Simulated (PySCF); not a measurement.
Finite-field polarisability of Mg (magnesium, neutral)

[Ne] 3s2, closed-shell 1S. Calculation: PySCF 2.14, in aug-cc-pVTZ; the non-relativistic Hamiltonian (point nucleus). Frozen: [Ne]. Energy changes in a uniform field (μhartree):

```json
{"axis": "x", "F (au)": "0.0016", "HF": "-104.124", "MP2": "-98.539", "CCSD": "-95.836", "CCSD(T)": "-95.836"}
{"axis": "x", "F (au)": "0.0032", "HF": "-416.905", "MP2": "-394.525", "CCSD": "-383.682", "CCSD(T)": "-383.682"}
```

Task: Derive α along x at CCSD(T) from the two fields.

Result: With ΔE = −αF²/2 − γF⁴/24, α = −(16 ΔE(F) − ΔE(2F))/(6F²) = 74.85 bohr³.

Task: And the mean polarisability at each level?

Result: HF 81.32, MP2 76.96, CCSD 74.85, CCSD(T) 74.85 bohr³. Reference: 71.2 ± 0.4 bohr³ (recommended; Schwerdtfeger and Nagle, table of static dipole polarizabilities (2023 update)).

CCSD(T) lies more than 5 % above the reference; correlation of the frozen inner shells, absent here, would lower it.
